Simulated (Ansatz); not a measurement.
Cost and result for the atomization energy of H₇NO₃Si₂ (`O[SiH2]N[SiH](O)O`) (13 atoms, 12 bonds).

Cartesian coordinates in Å:
```
O -0.160 2.195 0.483
Si 0.429 1.604 -0.927
N 0.171 -0.107 -0.930
Si -0.548 -1.019 0.318
O -0.103 -2.569 0.016
O -0.026 -0.464 1.785
H -0.068 1.630 1.257
H -0.302 2.289 -2.021
H 1.883 1.883 -1.090
H 0.465 -0.633 -1.741
H -2.017 -0.903 0.429
H -0.618 -3.264 0.427
H 0.894 -0.643 1.996
```

Charge 0, multiplicity 1. All single points use the PBE0-D4/def2-TZVP geometry. It is one conformer, not always the lowest. Program: Ansatz. All runs use 2 threads of an AMD EPYC 7R13 on a shared host and a share of an NVIDIA H100 80 GB. Times are those of one run each, without the atoms' runs, and a repeat can differ threefold. Electronic energies, without spin–orbit coupling; frozen cores. CCSD(T)/CBS adds CCSD(T) − MP2 in def2-TZVPP to the MP2 limit, and its time is that of the two runs behind it. T1 = 0.011. B3LYP takes the VWN-RPA correlation (the form of Gaussian; ORCA's B3LYP/G).

CCSD(T)/CBS is a level of theory with its own doubt, some kJ/mol a heavy atom from the limit and from the frozen cores, so smaller differences don't rank the functionals.

```csv
level,functions,wall time,atomization (kJ/mol),difference from CCSD(T)/CBS,per bond
PBE-D4/def2-TZVPP (with forces),306,15 s,4934.3,-4.1,-0.3
r2SCAN-D4/def2-TZVPP (with forces),306,15 s,4896.2,-42.2,-3.5
ωB97X-V/def2-TZVPP,306,17 s,4925.8,-12.6,-1.1
CCSD(T)/def2-TZVPP,306,17 s,4774.2,-164.2,-13.7
PBE0-D4/def2-TZVPP,306,17 s,4835.6,-102.8,-8.6
B3LYP-D4/def2-TZVPP (with forces),306,20 s,4890.3,-48.1,-4.0
B2PLYP/def2-TZVPP,306,25 s,4848.4,-90.0,-7.5
MP2/def2-QZVPP,578,25 s,4981.7,43.3,3.6
ωB97M-V/def2-TZVPP (with forces),306,41 s,4928.3,-10.1,-0.8
CCSD(T)/CBS(def2),–,42 s,4938.4,0.0,0.0
```

From PBE to PBE0 (25 % exact exchange), in def2-TZVPP and without D4, the atomization energy moves by −93.9 kJ/mol: exact exchange takes away binding that semilocal exchange gives to molecules. The D4 term adds +50.4 kJ/mol with B3LYP and +26.5 kJ/mol with PBE0; it sums over pairs of atoms, weighted by their polarisabilities, and B3LYP, whose exchange is more repulsive, gets the larger term. In def2-TZVPP, CCSD(T) changes the Hartree–Fock value by +1315.5 kJ/mol (the triples alone add +71.7 kJ/mol) and MP2 by +1423.8 kJ/mol; breaking electron pairs costs correlation energy, which Hartree–Fock lacks.
